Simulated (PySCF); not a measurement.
C₂H₇NOSi₂, SMILES C[SiH2][SiH2]OC#N. The structure is a stationary point at PBE-D3(BJ)/def2-SVP. This is a generated structure with no PubChem entry under its InChIKey; it may be hypothetical. The values are those of a single conformer.

### Question
Give the equilibrium geometry at PBE-D3(BJ)/def2-SVP (PySCF confirms it by a frequency run) as bond lengths and angles. (The exact figures need the calculation; the answer reports its results.)

### Answer
This is not unique; one that fits is 
Atoms: C1 Si2 Si3 O4 C5 N6 H7 H8 H9 H10 H11 H12 H13. Bonded distances (Å): C1–Si2 1.894, C1–H7 1.108, C1–H8 1.108, C1–H9 1.109, Si2–Si3 2.357, Si2–H10 1.504, Si2–H11 1.505, Si3–O4 1.755, Si3–H12 1.499, Si3–H13 1.505, O4–C5 1.289, C5–N6 1.178. Bond angles (°): Si2–C1–H7 111.0, Si2–C1–H8 111.2, Si2–C1–H9 109.9, H7–C1–H8 108.5, H7–C1–H9 108.0, H8–C1–H9 108.1, C1–Si2–Si3 109.5, C1–Si2–H10 111.6, C1–Si2–H11 111.4, Si3–Si2–H10 107.6, Si3–Si2–H11 107.5, H10–Si2–H11 109.0, Si2–Si3–O4 110.0, Si2–Si3–H12 114.7, Si2–Si3–H13 113.1, O4–Si3–H12 102.0, O4–Si3–H13 106.8, H12–Si3–H13 109.4, Si3–O4–C5 123.4, O4–C5–N6 178.3.
Charge 0, spin multiplicity 1.
